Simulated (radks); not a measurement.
The bismuth ion Bi20+, 63 electrons, occupied as [Kr] 4d10 4f14 5s2 5p1 (the NIST ground configuration). All-electron calculation, Dirac Kohn-Sham, PBE, spin-unpolarised, spherical densities, finite nucleus; open shells fill j = l - 1/2 first; Fermi nuclear charge, rms radius 5.5211 fm. Program: a radial shooting solver on a logarithmic mesh with Libxc functionals.

Spin-orbit splittings of the eigenvalues, e(l+1/2) - e(l-1/2), with zeta = 2 splitting/(2l+1) and mean radii in bohr:

\begin{tabular}{lrrrrr}
shell & occ. & splitting (eV) & zeta (eV) & <r> j=l-1/2 & <r> j=l+1/2 \\ \hline
2p & 6 & 2321 & 1547 & 0.05387 & 0.06291 \\
3p & 6 & 520.5 & 347.0 & 0.1614 & 0.1778 \\
3d & 10 & 110.5 & 44.22 & 0.1543 & 0.1592 \\
4p & 6 & 129.7 & 86.45 & 0.3757 & 0.4093 \\
4d & 10 & 24.51 & 9.802 & 0.4109 & 0.4213 \\
4f & 14 & 5.850 & 1.671 & 0.4213 & 0.4265 \\
5p & 1 & 34.47 & 22.98 & 0.7890 & 0.8428 \\
5d & 0 & 6.301 & 2.521 & 0.9052 & 0.9204 \\
\end{tabular}
